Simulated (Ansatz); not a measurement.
System: BO2, charge 0, multiplicity 2. It need not be the lowest isomer of its formula. 
Coordinates optimised at B3LYP-D3(BJ)/def2-TZVP (Ansatz, a first-principles code):
SMILES: [O][B][O]
```xyz
3

B      0.0000     0.0000     0.0000
O      0.0000     0.0000    -1.2612
O      0.0000     0.0000     1.2612
```
Charge 0, spin multiplicity 2.

Basis-set convergence of Hartree-Fock and CCSD(T) correlation energies (hartree) with Ansatz. Valence correlation only, unless marked. UHF or UKS for open shells. Spin-orbit coupling is left out. Non-relativistic.

The UHF reference is spin-contaminated (<S^2> 0.19 over the pure value in the largest basis). 

```json
[
 {"basis": "aug-cc-pVDZ", "functions": "69", "E(HF)": "-174.45236", "E(corr, CCSD(T))": "-0.45713"},
 {"basis": "aug-cc-pVTZ", "functions": "138", "E(HF)": "(withheld)", "E(corr, CCSD(T))": "(withheld)"}
]
```

### Question
Fill in the missing entries.

### Answer

- aug-cc-pVTZ, E(HF): -174.49771
- aug-cc-pVTZ, E(corr, CCSD(T)): -0.55565
